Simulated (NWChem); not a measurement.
System: CdNH3; SMILES [NH2][CdH]

Here is an NWChem input.

```
start job
memory heap 200 mb stack 900 mb global 1100 mb
geometry units angstroms noautoz
  Cd    -0.001222    -0.217766     0.307048
  H     -0.002285    -1.842772     0.617530
  N     -0.000514     1.775458     0.082286
  H     -0.817643     2.193265    -0.357382
  H      0.818669     2.193141    -0.353633
end
basis spherical
  * library def2-svp
end
ecp
  Cd library def2-ecp
end
dft
  xc b3lyp
  iterations 150
  vectors input atomic output neutral.movecs
end
task dft energy
charge 1
dft
  odft
  mult 2
  vectors input atomic output cation.movecs
end
task dft energy
```

All runs use the structure optimised with PBE0/def2-SVP. def2 effective core potentials on Cd; no spin-orbit coupling.

Ions are spin-unrestricted doublets at the neutral geometry; other ion states weren't tried.

**Question.** Give the results of this calculation. (B3LYP/def2-SVP with def2 effective core potentials on Cd, vertical spin-unrestricted ions.) Quantities: vertical ionisation energy, ΔSCF (eV); −ε(HOMO) (eV).

**Answer.** 
| Item | Value |
|---|---|
| vertical ionisation energy, ΔSCF (eV) | 8.80 |
| −ε(HOMO) (eV) | 6.13 |
